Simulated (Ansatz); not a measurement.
Geometry optimisation, Ansatz 0.2.0, UKS PBE/def2-SVP.

input.yaml

```yaml
crystal:
  periodic: [false, false, false]
  atoms:
    - { symbol: Ti, position_ang: [-0.213301, 0.255325, 0.293518] }
    - { symbol: Cl, position_ang: [-0.648023, 1.469341, 2.258078] }
    - { symbol: O, position_ang: [1.544689, 0.07526, 0.032831] }
    - { symbol: H, position_ang: [2.150729, -0.602102, 0.396149] }
    - { symbol: O, position_ang: [-0.861321, 1.194074, -1.092619] }
    - { symbol: H, position_ang: [-1.779589, 1.164354, -1.416489] }
    - { symbol: O, position_ang: [-1.025916, -1.320177, 0.428442] }
    - { symbol: H, position_ang: [-1.003626, -2.078666, 1.040453] }
    - { symbol: "N", position_ang: [0.298812, -0.91172, 3.754277] }
    - { symbol: H, position_ang: [-0.528406, -0.687479, 4.370252] }
    - { symbol: H, position_ang: [0.973752, -0.206711, 4.162208] }
magnetization:
  spin_polarized: true
  initial_magnetization: 1
basis:
  gaussian: { orbitals: def2-SVP }
hamiltonian:
  xc: pbe
relax:
  f_tol: 0.03
  max_steps: 50
```

Run as:

```bash
$ ansatz run input.yaml --threads 4 --pin off --max-ram 5120MiB --backend cpu --events-out ev --progress --plain --runs-dir out
```

Q: Where does it end, and by what steps?

A: The run converged. After 22 steps the energy has fallen by 0.649 eV; N9 moved furthest, 1.07 Å. Joined: Ti1–N9 (3.69 → 2.17 Å).

```csv
step,energy less start (eV),largest force component (eV/Å),accepted
0,0.0000,0.744,yes
1,-0.1024,0.294,yes
2,-0.1370,0.770,yes
3,-0.1855,0.544,yes
4,-0.2231,0.491,yes
5,-0.2787,0.731,yes
6,-0.3737,1.280,yes
7,-0.4950,1.634,yes
8,-0.5595,0.612,yes
9,-0.5834,0.254,yes
10,-0.6045,0.258,yes
11,-0.5939,1.296,no
12,-0.6142,0.145,yes
13,-0.6250,0.213,yes
14,-0.6383,0.107,yes
15,-0.6402,0.129,yes
16,-0.6023,1.545,no
17,-0.6441,0.062,yes
18,-0.6484,0.039,yes
19,-0.6483,0.062,no
20,-0.6491,0.067,yes
21,-0.6492,0.057,yes
22,-0.6494,0.013,yes
```

```xyz
11
Properties=species:S:1:pos:R:3
Ti -0.222 -0.045 0.715
Cl -0.986 1.727 2.189
O 1.541 -0.189 0.345
H 2.106 -0.828 0.815
O -0.898 0.866 -0.677
H -1.379 1.712 -0.691
O -1.092 -1.629 0.669
H -0.800 -2.374 1.226
N 0.217 -0.400 2.815
H -0.519 -0.627 3.503
H 0.940 0.139 3.319
```

Whether the end is a true minimum wasn't checked by a vibrational analysis.

The run took 90 s on 4 threads of Arm Neoverse V1 (shared host), peak memory 0.26 GiB.
